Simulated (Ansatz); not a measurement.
Program: Ansatz. Geometries: PBE0-D4/def2-TZVP. ΔE: electronic, gas phase. CCSD(T)/CBS is the MP2 limit (def2-TZVPP, def2-QZVPP) plus CCSD(T) − MP2 in def2-TZVPP, frozen cores. This one scheme is used for every species. DFT in def2-TZVPP. One conformer a species, not always the lowest.

Consider the formal exchange of groups at a B–B bond: `BB(C)O` + `C=CF` → `CB(O)/C=C/F` + BH₃.

`BB(C)O`:

Cartesian coordinates in Å:
```
B 1.485 0.461 0.143
B 0.049 -0.369 -0.129
C -1.316 0.386 0.092
O -0.052 -1.677 -0.517
H 2.043 1.069 -0.730
H 1.982 0.551 1.232
H -1.289 1.441 -0.197
H -2.136 -0.106 -0.437
H -1.555 0.368 1.163
H 0.790 -2.125 -0.620
```

`C=CF`:

Cartesian coordinates in Å:
```
C 0.102 0.681 0.135
C -0.100 -0.580 -0.187
F -0.056 -1.564 0.716
H 0.314 0.978 1.154
H 0.055 1.437 -0.636
H -0.316 -0.952 -1.182
```

`CB(O)/C=C/F`:

```xyz
12

C     1.685    0.629   -0.124
B     0.199    0.172   -0.355
O    -0.417    0.300   -1.568
C    -0.637   -0.449    0.795
C    -1.889   -0.835    0.596
F    -2.644   -1.373    1.555
H     2.169    1.062   -1.004
H     2.294   -0.218    0.210
H     1.736    1.366    0.684
H     0.152    0.690   -2.235
H    -0.223   -0.585    1.790
H    -2.426   -0.758   -0.344
```

BH₃:

Z-matrix (Å, degrees):
```
B
H 1 1.193
H 1 1.193 2 120.0
H 1 1.193 2 120.0 3 180.0
```

Task: Is it downhill or uphill in electronic energy at CCSD(T)/CBS, and by how much? (Best estimate.)

Result: Computed: Downhill: ΔE = -53.1 kJ/mol.

Task: What do these levels give: PBE-D4, r2SCAN-D4, PBE0-D4, ωB97X-V, ωB97M-V, PBE, PBE0, HF/def2-TZVPP, MP2/def2-TZVPP, SCS-MP2/def2-TZVPP, HF/def2-QZVPP, MP2/CBS(def2)? (An estimate is asked.)

Result: Ansatz gave: PBE-D4 -44.1, r2SCAN-D4 -51.4, PBE0-D4 -48.8, ωB97X-V -51.7, ωB97M-V -54.9, PBE -41.5, PBE0 -46.4, HF/def2-TZVPP -58.7, MP2/def2-TZVPP -62.3, SCS-MP2/def2-TZVPP -60.2, HF/def2-QZVPP -58.4, MP2/CBS(def2) -60.3 kJ/mol.

Largest T1 diagnostic among the species: 0.013.

From PBE to PBE0 (25 % exact exchange), in def2-TZVPP and without D4, ΔE moves by −4.9 kJ/mol. The D4 term adds −4.0 kJ/mol with B3LYP and −2.3 kJ/mol with PBE0; it sums over pairs of atoms, weighted by their polarisabilities, and B3LYP, whose exchange is more repulsive, gets the larger term.

B3LYP here is the variant with VWN-RPA as its local correlation; programs differ in this.
